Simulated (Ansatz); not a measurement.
Basis sets compared for cyclo-(Me2SnS)3 (C₆H₁₈S₃Sn₃). The state is a singlet with charge 0. Geometry PBE-D4/def2-SVP. Ansatz on 2 threads of AMD EPYC 7R13 on a shared host and a share (18 GiB) of an NVIDIA H100 80GB HBM3; times are rough, and most runs start from earlier orbitals.

```xyz
30

Sn    1.257   -1.853    0.505
C     1.140   -2.431   -1.581
C     2.716   -2.941    1.680
S    -0.901   -2.230    1.612
Sn   -2.069   -0.177    0.945
C    -1.516    1.455    2.261
C    -4.177   -0.674    0.925
S    -1.518    0.375   -1.391
Sn    0.625    1.537   -1.105
C     1.648    1.304   -3.003
C     0.308    3.596   -0.497
S     1.910    0.512    0.718
H     2.086   -2.167   -2.092
H     0.286   -1.894   -2.034
H     0.973   -3.524   -1.639
H     3.718   -2.828    1.223
H     2.436   -4.012    1.712
H     2.726   -2.531    2.707
H    -1.913    2.407    1.858
H    -0.412    1.486    2.316
H    -1.940    1.265    3.266
H    -4.485   -1.012    1.933
H    -4.763    0.219    0.632
H    -4.345   -1.486    0.194
H     2.663    1.739   -2.926
H     1.720    0.226   -3.240
H     1.076    1.822   -3.797
H    -0.622    3.967   -0.970
H     1.166    4.219   -0.816
H     0.209    3.632    0.603
```

In the def2 sets Sn takes a core potential; there is no spin–orbit coupling. Single mean-field runs in def2-TZVP are fitted with def2-universal-jkfit.

Binding counts from free atoms (Sn triplet, C triplet, S triplet, H doublet) in the same basis, without a counterpoise term.

```
           level  functions  energy (Eh)  HOMO (eV)  LUMO (eV)  binding per atom (eV)  wall time
 PBE-D4/def2-SVP        306   -2075.7533      -5.33      -1.45                   3.75       13 s
PBE0-D4/def2-SVP        306   -2075.9370      -6.55      -0.63                   3.71       13 s
```

Question: Estimate the rows for PBE-D4/def2-TZVP, PBE0-D4/def2-TZVP.

Answer: 
```tsv
level	functions	energy (Eh)	HOMO (eV)	LUMO (eV)	binding per atom (eV)	wall time
PBE-D4/def2-TZVP	555	-2076.4685	-5.51	-1.65	3.75	9 s
PBE0-D4/def2-TZVP	555	-2076.6366	-6.66	-0.79	3.71	11 s
```
